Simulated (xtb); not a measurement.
C$_{4}$H$_{10}$AlO (SMILES [CH3][Al+][O]C(C)C), charge +1, singlet, from a rough starting geometry (GFN-xTB shapes and energies of metal compounds can be far from the true ones); xtb with GFN2-xTB.

Input for xtb:
```
$ xtb mol.xyz --gfn 2 --chrg 1 --opt vtight --json

# file mol.xyz
16

Al    -0.20912884     0.75071258     1.57331138
C     -0.06873537     1.35500922     3.47088179
H     -0.41975670     0.54526361     4.10174324
H     -0.68137078     2.26675023     3.62567236
H      1.00023861     1.61590344     3.67425089
O     -0.29320121     0.29426684     0.11479833
C     -0.38110979    -0.27189057    -1.29541014
C     -0.39085927    -1.72416468    -1.28072569
C      0.76703714     0.28442125    -2.03874235
H     -1.30446282     0.16059079    -1.71417432
H      0.46922643    -2.11582678    -0.81965275
H     -0.58267270    -2.12497025    -2.20873084
H     -1.26614992    -2.03348338    -0.64064284
H      0.89781629     1.31292687    -1.92972590
H      1.74788329    -0.13514215    -1.56251283
H      0.78131232     0.05468650    -3.14001291
```

**Question.** Predict the main parts of the log of this xtb run.

**Answer.** 
```
   ID    Z sym.   atoms
    1   13 Al     1
    2    6 C      2, 7-9
    3    1 H      3-5, 10-16
    4    8 O      6

           -------------------------------------------------
          |                Calculation Setup                |
           -------------------------------------------------

           -------------------------------------------------
          |                 G F N 2 - x T B                 |
           -------------------------------------------------

          ...................................................
          :                      SETUP                      :
          :.................................................:
          :  # basis functions                  40          :
          :  # atomic orbitals                  39          :
          :  # shells                           23          :
          :  # electrons                        34          :
          :  max. iterations                   250          :
          :  Hamiltonian                  GFN2-xTB          :
          :  restarted?                      false          :
          :  GBSA solvation                  false          :
          :  PC potential                    false          :
          :  electronic temp.          300.0000000     K    :
          :  accuracy                    1.0000000          :
          :  -> integral cutoff          0.2500000E+02      :
          :  -> integral neglect         0.1000000E-07      :
          :  -> SCF convergence          0.1000000E-05 Eh   :
          :  -> wf. convergence          0.1000000E-03 e    :
          :  Broyden damping             0.4000000          :
          :  net charge                          1          :
          :  unpaired electrons                  0          :
          ...................................................

 iter      E             dE          RMSdq      gap      omega  full diag
   1    -18.5991292 -0.185991E+02  0.161E+01    3.70       0.0  T
   2    -18.6428724 -0.437431E-01  0.115E+01    2.95       1.0  T
   3    -18.3414744  0.301398E+00  0.624E+00    1.77       1.0  T
   4    -18.6585684 -0.317094E+00  0.115E+00    2.04       1.0  T
   5    -18.6614144 -0.284602E-02  0.596E-01    2.13       1.0  T
   6    -18.6619006 -0.486226E-03  0.221E-01    2.27       1.0  T
   7    -18.6618733  0.272976E-04  0.751E-02    2.29       1.0  T
   8    -18.6619327 -0.593645E-04  0.377E-02    2.32       1.0  T
   9    -18.6619346 -0.189766E-05  0.679E-03    2.32       3.7  T
  10    -18.6619348 -0.189100E-06  0.350E-03    2.31       7.1  T
  11    -18.6619348 -0.141415E-07  0.578E-04    2.31      43.2  T
  12    -18.6619348 -0.158664E-08  0.312E-04    2.31      80.1  T

   *** convergence criteria satisfied after 12 iterations ***

         :::::::::::::::::::::::::::::::::::::::::::::::::::::
         ::                     SUMMARY                     ::
         :::::::::::::::::::::::::::::::::::::::::::::::::::::
         :: total energy             -18.397856815951 Eh    ::
         :: gradient norm              0.178623899057 Eh/a0 ::
         :: HOMO-LUMO gap              2.312792207287 eV    ::
         ::.................................................::
         :: SCC energy               -18.661927192587 Eh    ::
         :: -> isotropic ES            0.117599809378 Eh    ::
         :: -> anisotropic ES         -0.013574110169 Eh    ::
         :: -> anisotropic XC         -0.006507253821 Eh    ::
         :: -> dispersion             -0.007536156970 Eh    ::
         :: repulsion energy           0.264070376636 Eh    ::
         :: add. restraining           0.000000000000 Eh    ::
         :: total charge               1.000000000000 e     ::
         :::::::::::::::::::::::::::::::::::::::::::::::::::::

      -----------------------------------------------------------
     |                   =====================                   |
     |                        A N C O P T                        |
[...]
 * total energy  :   -18.4202382 Eh     change       -0.2568394E-03 Eh
 * total energy  :   -18.4203322 Eh     change       -0.9394462E-04 Eh
 * total energy  :   -18.4203427 Eh     change       -0.1050221E-04 Eh
 * total energy  :   -18.4203529 Eh     change       -0.1016576E-04 Eh
 * total energy  :   -18.4203631 Eh     change       -0.1024801E-04 Eh
 * total energy  :   -18.4203668 Eh     change       -0.3661499E-05 Eh
 * total energy  :   -18.4203677 Eh     change       -0.9547684E-06 Eh
 * total energy  :   -18.4203682 Eh     change       -0.5208192E-06 Eh
 * total energy  :   -18.4203686 Eh     change       -0.3196366E-06 Eh
 * total energy  :   -18.4203687 Eh     change       -0.1810526E-06 Eh
 * total energy  :   -18.4203689 Eh     change       -0.1179451E-06 Eh
 * total energy  :   -18.4203689 Eh     change       -0.8733876E-07 Eh
   *** GEOMETRY OPTIMIZATION CONVERGED AFTER 15 ITERATIONS ***
         :: total energy             -18.420368950499 Eh    ::
[...]
        27                         -0.0187060              -0.5090
        28                          0.0175467               0.4775
       ...                                ...                  ...
        39                          1.0567579              28.7558
      -------------------------------------------------------------
                  HL-Gap            0.0772726 Eh            2.1027 eV
             Fermi-level           -0.5282066 Eh          -14.3732 eV

     #   Z          covCN         q      C6AA      α(0)
     1  13 Al       1.585     0.483   188.501    33.716
     2   6 C        3.611    -0.178    24.586     7.160
     3   1 H        0.924     0.178     1.218     1.726
     4   1 H        0.924     0.179     1.211     1.721
     5   1 H        0.924     0.177     1.223     1.729
     6   8 O        1.581    -0.236    17.963     5.719
     7   6 C        3.729     0.117    18.762     6.184
     8   6 C        3.753    -0.132    23.087     6.852
     9   6 C        3.753    -0.132    23.087     6.852
    10   1 H        0.924     0.083     1.948     2.182
    11   1 H        0.925     0.072     2.067     2.249
    12   1 H        0.925     0.088     1.894     2.152
    13   1 H        0.925     0.070     2.086     2.258
    14   1 H        0.925     0.070     2.085     2.258
    15   1 H        0.925     0.072     2.068     2.249
    16   1 H        0.925     0.088     1.894     2.152

 Mol. C6AA /au·bohr⁶  :       2395.333718
 Mol. C8AA /au·bohr⁸  :      85539.095156
 Mol. α(0) /au        :         87.158868

Wiberg/Mayer (AO) data.
largest (>0.10) Wiberg bond orders for each atom

 ---------------------------------------------------------------------------
     #   Z sym  total        # sym  WBO       # sym  WBO       # sym  WBO
 ---------------------------------------------------------------------------
     1  13 Al   3.373 --     6 O    1.662     2 C    1.270
     2   6 C    3.966 --     1 Al   1.270     5 H    0.874     3 H    0.874
                             4 H    0.872
     3   1 H    0.967 --     2 C    0.874
     4   1 H    0.966 --     2 C    0.872
     5   1 H    0.967 --     2 C    0.874
     6   8 O    2.612 --     1 Al   1.662     7 C    0.833
     7   6 C    3.888 --     8 C    1.013     9 C    1.013    10 H    0.955
                             6 O    0.833
     8   6 C    3.982 --     7 C    1.013    13 H    0.975    11 H    0.975
                            12 H    0.962
     9   6 C    3.982 --     7 C    1.013    14 H    0.975    15 H    0.974
                            16 H    0.962
    10   1 H    0.991 --     7 C    0.955
    11   1 H    0.994 --     8 C    0.975
    12   1 H    0.988 --     8 C    0.962
    13   1 H    0.994 --     8 C    0.975
    14   1 H    0.994 --     9 C    0.975
    15   1 H    0.994 --     9 C    0.974
    16   1 H    0.988 --     9 C    0.962
 ---------------------------------------------------------------------------

Topologies differ in total number of bonds
Writing topology from bond orders to xtbtopo.mol

molecular dipole:
                 x           y           z       tot (Debye)
 q only:       -0.128       1.168       2.788
   full:       -0.154       1.263       2.995       8.272
molecular quadrupole (traceless):
                xx          xy          yy          xz          yz          zz
 q only:      -15.775       0.437      -8.798      -1.006      15.520      24.573
  q+dip:      -16.251      -0.013      -9.847      -0.297      16.280      26.098
   full:      -13.124      -0.076      -7.389      -1.120      13.359      20.513

optimized geometry written to: xtbopt.xyz

           -------------------------------------------------
          | TOTAL ENERGY              -18.420368950499 Eh   |
          | GRADIENT NORM               0.000035459380 Eh/α |
          | HOMO-LUMO GAP               2.102693538249 eV   |
           -------------------------------------------------

normal termination of xtb
```
